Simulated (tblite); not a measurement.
Compound: C6H8NPSi.
SMILES with atom numbers: `[SiH3:1]/[CH:2]=[P:3]/[c:4]1[cH:5][cH:6][cH:7][n:8][cH:9]1` (hydrogens: H10, H11, H12 on Si1; H13 on C2; H14 on C5; H15 on C6; H16 on C7; H17 on C9)

Cartesian coordinates in Å at the GFN2-xTB level; atoms count from 1:
```
atom  x, y, z in Å
Si1    3.745   -0.709   -0.183
C2     1.896   -0.433    0.004
P3     1.216    0.559    1.174
C4    -0.568    0.371    0.790
C5    -1.402    1.485    0.719
C6    -2.744    1.305    0.433
C7    -3.209    0.011    0.246
N8    -2.433   -1.056    0.339
C9    -1.156   -0.882    0.606
H10    4.443   -0.123    0.960
H11    4.195   -0.087   -1.433
H12    3.989   -2.153   -0.250
H13    1.245   -0.927   -0.708
H14   -0.997    2.475    0.876
H15   -3.416    2.147    0.360
H16   -4.248   -0.185    0.019
H17   -0.564   -1.786    0.687
```

All values are computed: GFN2-xTB (tblite) harmonic vibrations without scaling, gas phase. This tight-binding method is rough: wavenumbers can miss measured ones by several per cent, in bad cases by 10 to 20. Modes of hydrogen on silicon can be 10 to 20 % off. One conformer, not necessarily the lowest.

Harmonic wavenumbers (cm⁻¹): 45.7, 68.7, 76.7, 121.5, 178.5, 209.6, 255.3, 355.0, 396.0, 447.5, 521.7, 534.9, 593.9, 684.7, 694.3, 706.8, 738.0, 774.0, 776.3, 787.0, 794.3, 901.9, 912.1, 925.6, 991.8, 1062.1, 1093.6, 1123.2, 1136.0, 1192.5, 1197.9, 1262.9, 1275.0, 1385.3, 1428.7, 1555.8, 1559.2, 2226.6, 2236.0, 2274.5, 3003.5, 3036.5, 3058.8, 3060.8, 3088.2.

A = 3602, B = 534.2, C = 487.4 MHz; mass 153.016 u (most abundant isotopes); point group C1, symmetry number 1.

**Question.** What is the zero-point energy?

**Answer.** ½Σν̃ = 25374 cm⁻¹ = 303.55 kJ/mol.

**Question.** Give the ideal-gas entropy at 298.15 K and 1 bar in the rigid-rotor, harmonic-oscillator model (classical rotation).

**Answer.** Translation 171.59, rotation 126.43, vibration 125.18: S = 423.2 J/(mol K).

**Question.** And Cp and H(298.15 K) − H(0)?

**Answer.** Cp = 163.57 J/(mol K), of which vibrations give 130.32 (their classical limit is 45 R = 374.2); H(298.15 K) − H(0) = 29.32 kJ/mol without the zero-point energy, 19.41 from vibrations.

**Question.** How do the functions run with temperature in this model?

**Answer.** 
```csv
T (K),S (J/(mol K)),Cp (J/(mol K)),H − H(0) (kJ/mol),G − H(0) (kJ/mol),ln q(vib)
50,254.0,57.8,2.18,-10.53,0.62
100,300.8,78.6,5.61,-24.47,1.96
373.15,463.3,194.6,42.78,-130.11,9.20
500,526.5,237.0,70.28,-192.95,12.50
750,634.0,292.1,137.04,-338.45,18.74
1000,723.0,325.6,214.57,-508.40,24.46
```

q(vib) and H(0) count from the zero-point level.

**Question.** Which modes carry the vibrational entropy at 298.15 K?

**Answer.** 45.7 cm⁻¹: 20.90; 68.7 cm⁻¹: 17.53; 76.7 cm⁻¹: 16.63; 121.5 cm⁻¹: 12.87; 178.5 cm⁻¹: 9.81; 209.6 cm⁻¹: 8.57 J/(mol K); the other 39 give 38.87 together.

**Question.** Blend soft modes into free rotors: weight 1/[1 + (100 cm⁻¹/ν̃)⁴] for the oscillator and the rest for a rotor with moment μB/(μ + B), μ = h/(8π²ν), B = 10⁻⁴⁴ kg m². What vibrational entropy results?

**Answer.** 113.27 J/(mol K) in place of 125.18, which changes −T·S at 298.15 K by +3.55 kJ/mol.

**Question.** What must be added to the electronic energy to get the Gibbs energy at 298.15 K and 1 bar?

**Answer.** ZPE + [H(298.15 K) − H(0)] − T·S = 303.55 + 29.32 − 126.18 = 206.69 kJ/mol.

Hindered rotation and anharmonicity are outside this model. Other conformers, if any are populated, would add a mixing term that is left out. The structure is chiral; the term R ln 2 for an equal mix with its mirror image is left out.
